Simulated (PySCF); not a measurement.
Species: n-butylgermane, C4H12Ge.
InChI=1S/C4H12Ge/c1-2-3-4-5/h2-4H2,1,5H3

Torsions of this conformer, `[CH3:1][CH2:2][CH2:3][CH2:4][GeH3:5]`: C1–C2–C3–C4 -178°, C2–C3–C4–Ge5 -63°.

The closed-shell ground state was solved at several levels (PySCF, density fitting, gas phase). One conformer (not necessarily the lowest) at the PBE0-D3(BJ)/def2-SVP geometry, without solvent, vibrations or thermal averaging. Relativistic effects, spin–orbit coupling among them, are left out although an element past zinc is present.

| level | basis functions | total energy (Eh) | HOMO (eV) | LUMO (eV) | gap (eV) | dipole (D) |
| --- | --- | --- | --- | --- | --- | --- |
| KT3/pcSseg-1 | 169 | -2247.0070 | -7.13 | 0.25 | 7.38 | 0.82 |
| PBE0/def2-SVPD | 214 | -2235.8185 | -8.21 | 0.45 | 8.66 | 0.87 |
| B3LYP/pcJ-1 (pcSseg-1 on Ge) | 269 | -2236.5029 | -8.05 | 0.84 | 8.89 | 0.86 |

Estimate the row for PBE0/pcSseg-1, a basis of 169 functions; the other rows only guide the guess.

Total energy -2235.9420 Eh, HOMO -8.26 eV, LUMO 1.08 eV, gap 9.34 eV, dipole 0.84 D.

Over all these levels, which gives the widest orbital gap and which the narrowest?

PBE0/pcSseg-1 (global hybrid, 25 % exact exchange) has the widest, 9.34 eV, and KT3/pcSseg-1 (GGA) the narrowest, 7.38 eV. The two share the basis. From the narrowest to the widest the HOMO moves by -1.13 eV and the LUMO by +0.83 eV.

How far do the dipole and the HOMO energy spread over the levels?

The dipole runs from 0.82 to 0.87 D (mean 0.85 D) and the HOMO from -8.26 to -7.13 eV.
